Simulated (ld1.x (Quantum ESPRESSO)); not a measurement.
Results of a calculation; reference values are marked as such.
## Pseudopotentials across the periodic table

Generated with ld1.x 7.5 (TM, RRKJ, ultrasoft, PAW), atompaw 4.2 or ONCVPSP 4.0.1. The cutoff is in Ry: for ld1.x and atompaw files where the sum of valence levels is converged to 10 mRy in a Bessel basis, for ONCV files where the hardest occupied wave has 1 mHa per electron of residual kinetic energy. The error is the largest all-electron minus pseudo excitation energy over each file’s own four to seven test configurations (ionisations up to +4, promotions, holes and added fractions of an electron), all of which were solved. The labels leave out finer settings (local radius, basis sizes, second energies), which also bear on the numbers. Spin-polarised tests are not counted. The rows are a selection from randomly drawn settings: files with unsolved tests, undetermined cutoffs or missed reference levels are left out.

A true bound ghost makes a file unfit for plane-wave use even where its test errors are small: the radial tests pick states by their node count and pass the ghost by.

```tsv
element	potential	cutoff (Ry)	largest error (meV)	bound ghosts
Cl	TM, LDA (PZ), scalar-relativistic, rc 0.90/1.30/1.25 (spd), local smoothed, core correction no, reference 3s1 3p6	100	+662	none
Cr	RRKJ, Wu–Cohen, scalar-relativistic, rc 1.08/1.42/1.12 (spd), local s, core correction yes, reference 3s2 3p6 3d5 4s0 4p0	140	+168	none
Ge	ultrasoft, LDA (PZ), scalar-relativistic, rc 2.00/2.35/2.25 (spd), local smoothed, core correction yes, reference 4s2 4p2	8	-298	none
Ru	PAW, LDA (PZ), scalar-relativistic, rc 2.95/1.95/2.55/2.80 (spdf), local smoothed, core correction yes, reference 4p6 4d7 5s1 5p0	25	-55	none
In	PAW, PBEsol, scalar-relativistic, rc 2.05/2.95/1.60 (spd), local smoothed, core correction yes, reference 4d10 5s2 5p0	55	-260	s
Pt	PAW, Wu–Cohen, scalar-relativistic, rc 2.15/2.50/2.50 (spd), local smoothed, core correction yes, reference 5d8.5 6s0 6p0	18	-10	none
Tl	TM, PBE, scalar-relativistic, rc 1.90/2.65/2.35 (spd), local s, core correction yes, reference 6s1 6p0	18	-329	d
```

(1) Fill in the row for Sm: TM, PBEsol, scalar-relativistic, rc 3.00/3.95/2.10 (spd), local smoothed, core correction yes, reference 5d1 6s2 6p0.

(2) Fill in the row for Ca: RRKJ, PBE, fully relativistic, rc 2.65/4.20/2.85 (spd), local s, core correction yes, reference 3d1 4s1 4p0.

(3) Fill in the row for Bi: TM semilocal, LDA (PZ), scalar-relativistic, rc 1.85/1.85/2.00 (spd), local d, core correction no, reference 6s2 6p3.

Results:

(1) cutoff 12 Ry, largest error -90 meV, bound ghosts: none.

(2) cutoff 18 Ry, largest error -104 meV, bound ghosts: none.

(3) cutoff 35 Ry, largest error +404 meV, bound ghosts: none.
